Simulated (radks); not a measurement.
Results of a calculation; reference values are marked as such.
The bismuth anion Bi3-, [Rn], held by a Watson sphere: a shell of charge +3 at radius R that stands for the Madelung well of a crystal (potential energy -3/R inside, -3/r outside, in hartree with lengths in bohr). Code: a radial shooting solver on a logarithmic mesh with Libxc functionals. Model: scalar-relativistic Kohn-Sham, PBE, spin-polarised, spherical densities, finite nucleus; Fermi nuclear charge, rms radius of each element as measured or else 0.836 A^(1/3) + 0.57 fm. Response by self-consistent Sternheimer equations with the Hartree and adiabatic LDA kernel, the relativistic mass of each level held fixed and spin-orbit coupling left out. The sphere does not respond.

R (bohr)  e(5d) (eV)  e(6s) (eV)  e(6p) (eV)  <r> 6p (bohr)  sum of <r^2> (bohr^2)  X-ray form factor at sin(theta)/lambda = 0.1 1/angstrom  alpha (bohr^3)
2.71         -27.033     -16.169      -6.689          2.915                  102.2                                                   79.861           58.46
2.84         -26.649     -15.760      -6.501          2.968                  104.5                                                   79.775           63.00
3.51         -25.357     -14.055      -5.507          3.243                  117.1                                                   79.363           94.71
4.04         -24.781     -13.117      -4.787          3.457                  127.8                                                   79.085           131.2
4.79         -24.270     -12.230      -3.936          3.750                  143.8                                                   78.772           204.5
5.26         -24.052     -11.855      -3.501          3.925                  154.4                                                   78.622           266.5
5.99         -23.804     -11.449      -2.950          4.187                  172.0                                                   78.454           394.7
6.06         -23.784     -11.418      -2.904          4.212                  173.8                                                   78.442           409.3
